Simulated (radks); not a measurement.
Task: Excited configurations of neutral silver: one electron is placed in a higher orbital outside [Kr] 4d10. The ground configuration is [Kr] 4d10 5s1. Method: Dirac Kohn-Sham, PBE, spin-unpolarised, spherical densities, point nucleus; open shells fill j = l - 1/2 first; computed with a radial shooting solver on a logarithmic mesh with Libxc functionals. Excitation = E - E(ground); binding = E(ion) - E, where the ion is the core of charge +1; n* = 1/sqrt(2 binding) in atomic units, and the quantum defect is n - n*.

outer orbital  excitation (eV)  binding (eV)     n*  quantum defect  eigenvalue (eV)  <r> (bohr)
4f5/2                    6.851         0.908  3.870           0.130           -0.436       17.46
5p1/2                    3.766         3.993  1.846           3.154           -1.725       4.654
5d3/2                    6.190         1.570  2.944           2.056           -0.719       10.35
5f5/2                    7.134         0.625  4.665           0.335           -0.366       29.60
6p1/2                    5.967         1.792  2.755           3.245           -1.019       11.17
6f5/2                    7.308         0.451  5.491           0.509           -0.285       44.40
7s1/2                    6.455         1.304  3.230           3.770           -0.810       16.70
7p1/2                    6.730         1.029  3.636           3.364           -0.637       20.44

Estimate the row for 7f5/2.

Result: excitation (eV) 7.420; binding (eV) 0.339; n* 6.331; quantum defect 0.669; eigenvalue (eV) -0.224; <r> (bohr) 61.82. The Delta-SCF ionisation energy is 7.759 eV (NIST Atomic Spectra Database: 7.576 eV, measured). Self-interaction in the functional shifts the binding energies and quantum defects, so they are the method's values and not measured ones. Spin polarisation and multiplet splitting are left out, so open shells lie too high by an amount that depends on their filling.

Beside tabulated values, note that spin-unpolarised runs miss the spin-polarisation part of the exchange energy of open shells.
